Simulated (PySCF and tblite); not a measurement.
The numbers below are computed, except where a source is named.
Molecule: C₅H₁₀N₂, numbered as in [CH2:1]=[N:2][C@@H:3]1[CH2:4][C@@H:5]1[NH:6][CH3:7].

The mean out-of-plane torsion at N6 (0° is planar) is held and the rest relaxed at GFN2-xTB. Energies: B3LYP/pcSseg-1 + D3(BJ). Programs: tblite and PySCF.

GFN2-xTB profile:

(out-of-plane angle °, kcal/mol): (-40, 5.97), (-33, 4.27), (-24, 5.00), (-12, 6.67), (1, 6.27), (13, 3.86), (24, 1.11), (33, 0.00), (41, 1.47)

(1) Give the DFT energy and dipole along the out-of-plane angle.

(2) Where is the lowest sampled point, and what does the planar form cost?

## Answers

(1) 
```json
{"out-of-plane angle °": "-40", "E kcal/mol": "3.46", "dipole D": "2.04"}
{"out-of-plane angle °": "-33", "E kcal/mol": "1.88", "dipole D": "1.71"}
{"out-of-plane angle °": "-24", "E kcal/mol": "2.43", "dipole D": "1.34"}
{"out-of-plane angle °": "-12", "E kcal/mol": "5.33", "dipole D": "0.93"}
{"out-of-plane angle °": "1", "E kcal/mol": "5.88", "dipole D": "0.81"}
{"out-of-plane angle °": "13", "E kcal/mol": "3.92", "dipole D": "0.79"}
{"out-of-plane angle °": "24", "E kcal/mol": "1.25", "dipole D": "1.13"}
{"out-of-plane angle °": "33", "E kcal/mol": "0.00", "dipole D": "1.59"}
{"out-of-plane angle °": "41", "E kcal/mol": "1.02", "dipole D": "2.09"}
```

(2) At 33°; the point at 1° lies 5.88 kcal/mol above it.
